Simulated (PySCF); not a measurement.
A structure optimised at PBE-D3(BJ)/def2-SVP, used in a PySCF frequency run:

```xyz
9

F     -2.1044    -0.7317     0.0000
C     -1.6250     0.5214     0.0000
C     -0.3124     0.7957     0.0000
C      0.7580    -0.2464     0.0000
F      1.5598    -0.0935     1.1034
F      1.5598    -0.0935    -1.1034
H     -2.4253     1.2801     0.0000
H      0.0113     1.8472     0.0000
H      0.3531    -1.2824     0.0000
```
Charge 0, spin multiplicity 1.

### Question
Write its SMILES, formula and point group.

### Answer
F/C=C\C(F)F, C₃H₃F₃, Cs

### Question
What are its rotational constants (standard atomic weights)?

### Answer
6.7462, 2.0127, 1.8808 GHz
